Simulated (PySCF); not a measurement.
Input for PySCF: U-B3LYP/LANL2DZ on ClGeH (SMILES [Cl][GeH]), a point of a bond scan (R = 1.606 Å).

```python
from pyscf import gto, scf, dft, mp
from pyscf.data.elements import chemcore

mol = gto.M(
    atom='''
    Ge    0.52862057   -0.16248943    0.50490017
    H     1.62035373   -0.38333295   -0.65157602
    Cl   -1.09036542    0.32841146   -0.91207233
    ''',
    basis='lanl2dz',
    ecp={'Cl': 'lanl2dz', 'Ge': 'lanl2dz'},
    charge=0, spin=0, verbose=3, max_memory=1800)
mf = dft.UKS(mol, xc='b3lyp')
mf.conv_tol = 1e-8
mf.max_cycle = 100
mf.init_guess_breaksym = True
mf.kernel()
if not mf.converged:
    mf = mf.newton().run(mf.mo_coeff, mf.mo_occ)
for _ in range(4):
    mo, _, stable, _ = mf.stability(return_status=True)
    if stable:
        break
    mf.kernel(mf.make_rdm1(mo, mf.mo_occ))
```

Task: What total energy does the run end on?

Result: -19.3146 hartree.
